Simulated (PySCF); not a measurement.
B⁺: excitation energy

B⁺ [He] 2s2 (1S) → B⁺ [He] 2s1 3s1 (3S), as a difference of total energies. Calculation: PySCF 2.14, in aug-cc-pVTZ-DK; the spin-free X2C one-electron Hamiltonian (Gaussian nucleus). Correlated levels: valence: 1s2 frozen. The calculations carry no spin-orbit coupling.

| method | excitation energy (cm⁻¹) |
| --- | --- |
| UHF | 118650 |
| MP2 (valence) | 125850 |
| SCS-MP2 (valence) | 127900 |
| CCSD (valence) | 130010 |

Errors of the correlated levels include the incompleteness of this basis and the frozen core.

With two correlated electrons CCSD is exact in that space.

For comparison: 129770 cm⁻¹ (measured; NIST levels).
